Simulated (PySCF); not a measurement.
## How methods differ on the ionisation energy of Tc⁺

Tc⁺ [Kr] 4d5 5s1 [4d3/2^4 4d5/2^1 5s1/2^1, M_J = 3] → Tc²⁺ [Kr] 4d5 [4d3/2^4 4d5/2^1, M_J = 5/2], as a difference of total energies. Calculation: PySCF 2.14, in x2c-TZVPPall-2c (8s9p7d2f1g, 93 functions); the two-component X2C-1e Hamiltonian. Correlated levels: [Ar] 3d10 frozen; the 6 highest virtual spinors dropped. "Screened" scales the spin-orbit matrix elements by Boettger's factors to mimic the two-electron term; Breit and QED terms are absent.

```json
{"method": "GMP2 (spin-free)", "ionisation energy (eV)": "15.182"}
{"method": "GHF (screened spin-orbit)", "ionisation energy (eV)": "14.245"}
{"method": "GMP2 (screened spin-orbit)", "ionisation energy (eV)": "15.180"}
```

Question: How much does correlation contribute at GMP2 (screened spin-orbit)?

Answer: 15.180 − (14.245) = 0.935 eV, measured against GHF (screened spin-orbit).

Errors of the correlated levels include the incompleteness of this basis and the frozen core.

The labels give the starting determinants; with spin-orbit coupling the two ends relaxed to ⟨J²⟩ = 12.00, ⟨L²⟩ = 0.02, ⟨S²⟩ = 11.99 and ⟨J²⟩ = 8.75, ⟨L²⟩ = 0.02, ⟨S²⟩ = 8.74.

For comparison: 15.26 eV (semi-empirical (NIST evaluation); NIST Atomic Spectra Database, ionization energies).
